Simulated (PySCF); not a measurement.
Cartesian coordinates (Å):
SMILES: Cl[C](Cl)Cl
```xyz
4

Cl    -1.1587    -1.2223    -0.0831
C     -0.0008    -0.0007     0.2282
Cl     1.6386    -0.3922    -0.0718
Cl    -0.4791     1.6152    -0.0734
```
Charge 0, spin multiplicity 2.

Question: Estimate the dipole moment, highest occupied spin orbital and total energy that r2SCAN-D4/def2-TZVP in PySCF returns for this input.

Answer: 
```json
{
  "dipole_moment": "0.14 D",
  "highest_occupied_spin_orbital": "-5.59 eV",
  "total_energy": "-1418.5904 Ha"
}
```
